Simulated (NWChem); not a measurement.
Molecule: CH$_{4}$GeO$_{2}$; SMILES O=C[O][GeH3]

```xyz
8

O      0.8690     1.8597     0.0000
C     -0.3384     1.7504     0.0000
O     -1.0046     0.5982     0.0000
Ge     0.1006    -0.9044     0.0000
H     -1.0297     2.6084     0.0000
H      0.9437    -0.9058    -1.2873
H      0.9437    -0.9058     1.2873
H     -0.9621    -2.0206     0.0000
```
Atoms are numbered in this order, from 1.

Results from NWChem. Medium grid unless said otherwise, to which SCAN and Minnesota functionals are sensitive. Structure relaxed at the B3LYP/6-31G* (spherical d) level. Total energies of different functionals are on different scales.

```json
[
 {"level": "PBE/def2-TZVP", "energy (Ha)": "-2267.5397", "highest occupied level (eV)": "-6.70", "orbital gap (eV)": "5.43", "dipole (D)": "1.74", "relative time": "2"},
 {"level": "B3LYP/def2-TZVP", "energy (Ha)": "-2268.1132", "highest occupied level (eV)": "-8.10", "orbital gap (eV)": "7.70", "dipole (D)": "1.81", "relative time": "1"},
 {"level": "PBE0/def2-TZVP", "energy (Ha)": "-2267.5910", "highest occupied level (eV)": "-8.34", "orbital gap (eV)": "8.26", "dipole (D)": "1.81", "relative time": "1"},
 {"level": "CAM-B3LYP/def2-TZVP", "energy (Ha)": "-2268.1162", "highest occupied level (eV)": "-9.83", "orbital gap (eV)": "10.74", "dipole (D)": "1.85", "relative time": "6"},
 {"level": "M06-2X/def2-TZVP", "energy (Ha)": "-2267.9887", "highest occupied level (eV)": "-10.06", "orbital gap (eV)": "10.86", "dipole (D)": "1.84", "relative time": "1"},
 {"level": "r2SCAN/def2-TZVP", "energy (Ha)": "-2267.9586", "highest occupied level (eV)": "-7.03", "orbital gap (eV)": "6.03", "dipole (D)": "1.79", "relative time": "1"}
]
```

Times are rough ratios from one shared machine.
